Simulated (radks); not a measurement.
Results of a calculation; reference values are marked as such.
W55+, 19 electrons, occupied as [Ar] 3d1. Code: a radial shooting solver on a logarithmic mesh with Libxc functionals. Model: scalar-relativistic Kohn-Sham, PBEsol, spin-polarised, spherical densities, finite nucleus; open shells are filled with parallel spins first (spin-orbit coupling, left out, can overturn this in heavy ions); Fermi nuclear charge, rms radius 5.3658 fm.

Radial electron density D(r) = 4 pi r^2 rho(r):

r (bohr)  D(r) (e/bohr)  spin D(r)
0.001999          21.24  -0.000269
0.002218          24.49  -0.000309
0.002481          28.44  -0.000357
0.002753          32.53  -0.000406
0.003079          37.41  -0.000465
0.003417          42.38  -0.000523
0.003821          48.17  -0.000589
0.00424           53.92  -0.000653
0.004743          60.41  -0.000722
0.005263          66.62  -0.000784
0.005886          73.34  -0.000845
0.006531          79.43  -0.000890
0.007306          85.60  -0.000917
0.008106          90.73  -0.000910
0.009067          95.33  -0.000846
0.01006           98.53  -0.000701
0.01125           100.6  -0.000390
0.01249           101.2   0.000135
0.01397           100.4    0.00113
0.0155            98.52    0.00274
0.01733           95.70    0.00570
0.01923           92.89     0.0104
0.02151           90.44     0.0188
0.02387           89.45     0.0319
0.0267            90.49     0.0549
0.02963           93.84     0.0892
0.03314           99.97      0.148
0.03677           107.4      0.231
0.04113           116.0      0.368
0.04563           122.9      0.554
0.05104           127.0      0.839
0.05664           126.0       1.20
0.06335           119.1       1.72
0.07029           107.5       2.34
0.07862           91.50       3.13
0.08724           76.21       3.95
0.09758           62.75       4.88
0.1083            55.44       5.67
0.1211            53.88       6.32
0.1344            56.80       6.63
0.1503            61.20       6.54
0.1668            62.89       6.04
0.1865            59.47       5.11
0.207             51.11       4.03
0.2315            38.46       2.82
0.2569            26.13       1.83
0.2873            14.93       1.01
0.3188            7.695      0.517
0.3566            3.185      0.215
0.3957            1.183     0.0818
0.4426           0.3326     0.0239
0.4911          0.08315    0.00630
0.5493          0.01459    0.00119
0.6095         0.002249   0.000198

D(r) has 3 maxima, at r = 0.0124, 0.0527, 0.165 bohr, and minima at 0.0241, 0.118 bohr, inside which lie 1.92, 10.60 electrons.
